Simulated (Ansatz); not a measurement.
Born–Oppenheimer molecular dynamics of Cl$_{2}$H$_{6}$OSiSn (11 atoms, charge 0, multiplicity 1). It starts at the highest image of a converged band, a first-order saddle point between two minima.

Level of theory: RKS PBE0-D4/def2-SVP in Ansatz 0.2.0.

```json
{
  "ensemble": "NVE (velocity Verlet)",
  "time step": "0.5 fs",
  "steps asked": "200",
  "starting velocities drawn for": "100 K",
  "seed": "11359"
}
```

First frame:

```xyz
11
Properties=species:S:1:pos:R:3
Sn 0.112 0.220 -0.095
H -0.889 0.673 1.613
Cl 2.112 0.174 -1.368
Cl -1.115 1.822 -1.274
H -0.438 -1.392 -0.122
O 1.231 0.940 1.553
Si 2.790 1.531 1.885
H 3.774 0.418 1.799
H 3.135 2.616 0.927
H 2.734 2.066 3.274
H 0.072 0.928 1.919
```

How far do the bonds stretch over the last three quarters of this one trajectory? (Pairs bonded in most of those frames.)


| bond | mean (Å) | spread (Å) | shortest | longest |
| --- | --- | --- | --- | --- |
| Sn1–Cl3 | 2.338 | 0.040 | 2.29 | 2.41 |
| Sn1–Cl4 | 2.326 | 0.050 | 2.26 | 2.41 |
| Sn1–H5 | 1.702 | 0.006 | 1.69 | 1.71 |
| Sn1–O6 | 1.982 | 0.086 | 1.87 | 2.11 |
| H2–H11 | 0.762 | 0.014 | 0.74 | 0.79 |
| O6–Si7 | 1.679 | 0.051 | 1.58 | 1.76 |
| Si7–H8 | 1.495 | 0.003 | 1.49 | 1.50 |
| Si7–H9 | 1.494 | 0.007 | 1.48 | 1.51 |
| Si7–H10 | 1.493 | 0.017 | 1.47 | 1.52 |

Mean temperature of the second half: 771 K. The conserved energy stayed within 0.027 meV per atom of its start (net change -0.0094 meV per atom), so the integration is sound. The kinetic energy rose, since the run started high on the potential surface and went downhill. It ends in pieces (Cl2H4OSiSn + H2), so much of that is their flight and rotation, not heat. A run of 0.1 ps of so small a system gives no equilibrium averages. The orbitals stay closed-shell, which can raise the energy where a bond breaks towards radicals; this wasn't checked here.

The run took 7 min on 4 threads of Arm Neoverse V2 (shared host), peak memory 0.36 GiB.
